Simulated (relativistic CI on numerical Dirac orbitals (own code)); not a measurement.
# One change at a time: Sm61+

Base calculation: Dirac-Coulomb-Breit CI, orbitals from a KLI potential per configuration, QED by a radiative potential.

CI space: 1s, 2s, 2p, 3s, 3p, 3d, 4s, 4p, 4d, 4f, 5s, 5p, 5d, 5f, 5g, 6s, 6p, 6d. Levels of other configurations are missing.

Variants: (1) QED terms removed; (2) non-relativistic limit. Shifts of the energy above 1s ²S1/2, in eV, for the lowest level and the first level of each name with at least 55 % of one term (blank where a level changes its place among those of its configuration and J or its character, or is not in the variant):

| Level | Base | Δ(1) | Δ(2) |
| --- | --- | --- | --- |
| 1s ²S1/2 | 0.0 | 0.0 | 0.0 |
| 2p ²P°1/2 | 41200.1 | +68.2 | -1977.5 |
| 2s ²S1/2 | 41212.1 | +57.3 | -1989.2 |
| 2p ²P°3/2 | 41969.4 | +67.2 | -2746.8 |
| 3p ²P°1/2 | 49073.0 | +68.8 | -2586.4 |
| 3s ²S1/2 | 49076.5 | +65.5 | -2589.9 |
| 3d ²D3/2 | 49301.3 | +69.0 | -2814.7 |
| 3p ²P°3/2 | 49301.8 | +68.5 | -2815.3 |
| 3d ²D5/2 | 49369.9 | +68.8 | -2883.4 |
| 4p ²P°1/2 | 51796.0 | +68.9 | -2767.1 |
| 4s ²S1/2 | 51797.5 | +67.5 | -2768.6 |
| 4d ²D3/2 | 51891.9 | +69.0 | -2863.0 |
| 4p ²P°3/2 | 51892.1 | +68.8 | -2863.2 |
| 4f ²F°5/2 | 51920.9 | +69.0 | -2892.0 |
